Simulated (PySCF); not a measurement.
AlCl, SMILES [Al][Cl] (connectivity only; charge and spin as stated), neutral, multiplicity 1. The structure is a stationary point at PBE0-D3(BJ)/def2-TZVPD.

PySCF with TDDFT-B3LYP/def2-TZVPD puts the lowest singlet excitations at 4.67, 4.67, 5.97, 6.02, 6.02, 6.25 eV and the lowest triplet (TDA) at 2.97 eV.

Q: What are the lowest singlet roots from PySCF with EOM-CCSD/aug-cc-pVDZ? (The exact figures need the calculation; the answer reports its results.)

A: 4.81, 4.81, 6.51, 6.80, 6.80, 6.83 eV; triplets 2.95, 2.95, 5.43 eV. S1 differs by 0.14 eV (second minus first; roots are paired by order, and the bases may differ).
